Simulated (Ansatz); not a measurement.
H₈N₂OSi₂ (`N[SiH2][SiH](N)O`). Charge 0, multiplicity 1.

Z-matrix (Å, degrees):
```
Si
Si 1 2.355
N 1 1.740 2 106.5
H 1 1.490 2 111.0 3 -114.7
H 1 1.497 2 112.0 3 126.3
O 2 1.655 1 115.0 3 -100.5
N 2 1.710 1 101.4 3 22.1
H 2 1.486 1 113.1 3 143.8
H 3 1.009 1 118.3 2 62.4
H 3 1.009 1 118.0 2 -161.8
H 6 0.959 2 116.3 1 64.9
H 7 1.008 2 119.5 1 1.8
H 7 1.006 2 124.9 1 163.7
```

Question: List the harmonic frequencies (cm⁻¹, unscaled) at PBE0-D4/def2-TZVP in Ansatz. (Best estimate.)

Answer: Computed: 41, 125, 134, 155, 234, 286, 304, 341, 400, 438, 482, 515, 674, 696, 785, 791, 821, 846, 884, 914, 916, 943, 956, 1569, 1587, 2157, 2204, 2217, 3580, 3598, 3670, 3704, 3915.

Question: Is this a minimum?

Answer: Yes, all 33 modes are real.

Question: Give the ideal-gas thermochemistry at 298.15 K and 1 bar (rigid rotor, harmonic oscillator; point group C1, symmetry number 1).

Answer: Zero-point energy 244.5 kJ/mol; H(298) − E = 271.3 kJ/mol; entropy 386.7 J/(mol·K), of which translation 167.3, rotation 115.3, vibration 104.1; G(298) − E = 156.0 kJ/mol. Modes under 100 cm⁻¹ are hindered rotations or soft bends, so the harmonic entropy is rough.

Question: And at 400, 500, 600, 800 and 1000 K?

Answer: 
```
T (K)  H − E (kJ/mol)  S (J/mol/K)  G − E (kJ/mol)
  400           287.4        433.0           114.2
  500           305.5        473.2            68.9
  600           325.2        509.1            19.7
  800           368.2        570.8           -88.5
 1000           414.9        622.8          -208.0
```

Question: Rotational constants (cm⁻¹)?

Answer: 0.1501, 0.06321, 0.05309.
